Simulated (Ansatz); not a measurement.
(Cl)2Si(OSiH2)2O (Si₃Cl₂O₃H₄). Total charge 0; triplet. Geometry PBE-D4/def2-SVP, that of the neutral singlet; atoms count from 1.

| atom | x (Å) | y (Å) | z (Å) |
| --- | --- | --- | --- |
| Si1 | -0.426 | 1.542 | -0.548 |
| Cl2 | -0.031 | 2.293 | -2.415 |
| Cl3 | -1.422 | 2.958 | 0.552 |
| O4 | 0.997 | 1.153 | 0.206 |
| Si5 | 1.580 | -0.312 | 0.810 |
| O6 | 0.410 | -1.479 | 0.522 |
| Si7 | -1.102 | -1.412 | -0.198 |
| O8 | -1.366 | 0.183 | -0.684 |
| H9 | 1.800 | -0.172 | 2.283 |
| H10 | 2.836 | -0.668 | 0.083 |
| H11 | -2.152 | -1.792 | 0.797 |
| H12 | -1.124 | -2.293 | -1.406 |

At PBE0-D4/def2-TZVP a singlet of charge 0 lies 7.42 eV below the triplet at the same geometry.

(1) Estimate the Mulliken populations from the PBE0/def2-TZVP orbitals of Ansatz.

(2) Where does the spin sit?

(3) And the Mayer bond orders between heavy atoms (over 0.3)?

Answers

(1) 
| atom | charge (e) | spin (α − β) |
| --- | --- | --- |
| Si1 | 0.44 | 0.50 |
| Cl2 | -0.02 | 0.49 |
| Cl3 | -0.02 | 0.49 |
| O4 | -0.35 | 0.05 |
| Si5 | 0.39 | 0.14 |
| O6 | -0.41 | 0.02 |
| Si7 | 0.39 | 0.14 |
| O8 | -0.35 | 0.05 |
| H9 | -0.01 | 0.02 |
| H10 | -0.01 | 0.02 |
| H11 | -0.01 | 0.02 |
| H12 | -0.01 | 0.02 |
Mulliken values depend strongly on the basis.

(2) Summed by element: Si 0.79, Cl 0.99, O 0.13, H 0.10, of 2 unpaired in all. Largest on single atoms: Si1 0.50, Cl2 0.49, Cl3 0.49.

(3) Si1–Cl2 0.85 (2.05 Å); Si1–Cl3 0.85 (2.05 Å); Si1–O4 1.14 (1.66 Å); Si1–O8 1.14 (1.66 Å); O4–Si5 1.09 (1.69 Å); Si5–O6 1.12 (1.68 Å); O6–Si7 1.12 (1.68 Å); Si7–O8 1.09 (1.69 Å).
